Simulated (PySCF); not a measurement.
# Static response to an electric field

Compound: Si(CN)4, C4N4Si.
Geometry (PBE0-D3(BJ)/def2-SVP, Å), atoms numbered from 1 in this order:
```xyz
9
C4N4Si angstrom
Si     0.0115   -0.0082    0.0000
C     -0.0035   -0.0181    1.8333
N     -0.0084   -0.0248    2.9919
C      1.7451   -0.0115   -0.5950
N      2.8414   -0.0102   -0.9699
C     -0.8376    1.4958   -0.6156
N     -1.3714    2.4459   -1.0089
C     -0.8509   -1.4983   -0.6300
N     -1.3934   -2.4402   -1.0314
```

Level: wB97X-D/def2-SVPD (PySCF), static field, nuclei fixed, core orbitals frozen in the response. The polarisability tensor in these axes (au):

```
x   79.97  0.05  0.10
y    0.05 80.06 -0.04
z    0.10 -0.04 80.14
```

Problem. What are the eigenvalues, a third of the trace, and Δα (Δα² = ½Σ(αi − αj)² over the three pairs)?

Solution. Principal values 79.90, 80.08 and 80.19 au; mean 80.05 au = 11.86 Å³ = 13.20 × 10⁻⁴⁰ C²·m²/J; Δα = 0.25 au (0 % of the mean). Point group Td makes the tensor isotropic, so any spread comes from the grid or from a geometry that is symmetric only within 0.08 Å.

Problem. What is the dipole moment?

Solution. 0.04 D; point group Td allows none, and the residue is numerical.

Problem. Refractivity n − 1 of an ideal gas of it at 500 K and 1 atm, from the electronic α?

Solution. N = p/kT = 1.4678 × 10¹⁹ cm⁻³, so n − 1 = 2π × N × 11.86 × 10⁻²⁴ cm³ = 1094 × 10⁻⁶ at long wavelengths, for an ideal gas.

Problem. Find the Langevin capture rate constant for H3O+ (19.018 u) meeting this molecule (131.989 u), k = 2.342 × 10⁻⁹ cm³/s × √(α in Å³ / reduced mass in u).

Solution. The reduced mass is 16.62 u, so k = 1.98 × 10⁻⁹ cm³/s.

Problem. Molar refractivity from α?

Solution. Lorentz–Lorenz: R = (4π/3)N_A α = 2.5225 cm³/(mol·Å³) × 11.86 Å³ = 29.9 cm³/mol, in the limit of long wavelengths.

Problem. Form Σ f/ω² (atomic units) for the 10 lowest TDDFT singlets, given as eV and f, and set it beside the mean polarisability, which is this sum over all singlets: 6.57, 0.0000; 6.70, 0.0000; 6.70, 0.0000; 6.71, 0.0000; 6.92, 0.0000; 6.92, 0.0000; 6.92, 0.0000; 6.93, 0.0000; 6.93, 0.0000; 7.14, 0.0039.

Solution. They add up to 0.06 au, 0.1 % of the 80.05 au; the largest single term is 0.06 au, from the state at 7.14 eV. Terms in order: 0.00, 0.00, 0.00, 0.00, 0.00, 0.00, 0.00, 0.00, 0.00, 0.06 au. Higher excitations give the rest. The strengths listed sum to 0.004.

Geometry: PBE0-D3(BJ)/def2-SVP; no solvent, vibrations or thermal averaging.

The run behind these numbers computed excited states as well. Hardware: Intel Xeon at 2.50 GHz, one thread, no GPU, shared host with 64 logical CPUs at a one-minute load of 58. Cost: 93 s (grids of density and orbitals included), 0.88 GiB resident at most.
